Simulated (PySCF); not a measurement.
Compound: C3H8O3Si.
SMILES with atom numbers: `[CH3:1][C:2](=[O:3])[O:4][CH2:5][O:6][SiH3:7]` (hydrogens: H8, H9, H10 on C1; H11, H12 on C5; H13, H14, H15 on Si7)

The same species was optimised twice, with GFN2-xTB and with PBE0-D3(BJ)/def2-SVP (PySCF), and the same property calculations (PySCF, gas phase) were run on both structures.

| coordinate | GFN2-xTB | PBE0-D3(BJ)/def2-SVP | change |
| --- | --- | --- | --- |
| O6–Si7 (Å) | 1.641 | 1.686 | +0.045 |
| O4–C5 (Å) | 1.418 | 1.426 | +0.008 |
| C5–O6 (Å) | 1.362 | 1.368 | +0.006 |
| C1–C2 (Å) | 1.502 | 1.497 | -0.005 |
| C2=O3 (Å) | 1.201 | 1.206 | +0.005 |
| C2–O4 (Å) | 1.343 | 1.339 | -0.004 |
| C5–O6–Si7 (°) | 129.5 | 126.8 | -2.7 |
| C1–C2–O4 (°) | 111.2 | 111.9 | +0.7 |
| C2–O4–C5 (°) | 116.3 | 115.6 | -0.7 |
| O4–C5–O6 (°) | 113.1 | 112.5 | -0.6 |
| O3–C2–O4 (°) | 123.3 | 122.8 | -0.5 |
| C1–C2–O3 (°) | 125.5 | 125.3 | -0.2 |
| C1–C2–O4–C5 (°) | -178 | -176 | +2 |
| C2–O4–C5–O6 (°) | -79 | -73 | +6 |
| O4–C5–O6–Si7 (°) | 71 | 94 | +23 |

Rotational constants: A = 4030, B = 1478, C = 1230 MHz (GFN2-xTB) against A = 4345, B = 1409, C = 1159 MHz (PBE0-D3(BJ)/def2-SVP). Point groups within 0.08 Å: C1 and C1.

On the GFN2-xTB structure: isotropic polarisability (au) 71.5 [CAM-B3LYP/def2-SVPD]; HOMO (eV) -9.84 [CAM-B3LYP/def2-SVPD]; LUMO (eV) 0.93 [CAM-B3LYP/def2-SVPD]; dipole (D) 1.92 [CAM-B3LYP/def2-SVPD].

**Question.** What do these properties become on the PBE0-D3(BJ)/def2-SVP structure?

**Answer.** 
| property | level | on GFN2-xTB | on PBE0-D3(BJ)/def2-SVP | change |
| --- | --- | --- | --- | --- |
| isotropic polarisability (au) | CAM-B3LYP/def2-SVPD | 71.5 | 73.5 | +2.0 |
| HOMO (eV) | CAM-B3LYP/def2-SVPD | -9.84 | -9.80 | +0.04 |
| LUMO (eV) | CAM-B3LYP/def2-SVPD | 0.93 | 0.93 | 0.00 |
| dipole (D) | CAM-B3LYP/def2-SVPD | 1.92 | 2.02 | +0.10 |
| energy, GFN2-xTB geometry as zero (kcal/mol) | CAM-B3LYP/def2-SVPD | 0.0 | -3.2 | -3.2 |

The heavy atoms differ by 0.164 Å rms after alignment. Among the bonds compared O6–Si7 changes most (+0.045 Å). Changes are differences of the printed values. Neither structure is proved a minimum here.

The values belong to the conformer `[CH3:1][C:2](=[O:3])[O:4][CH2:5][O:6][SiH3:7]`: C1–C2–O4–C5 -176°, C2–O4–C5–O6 -73°, O4–C5–O6–Si7 94°.
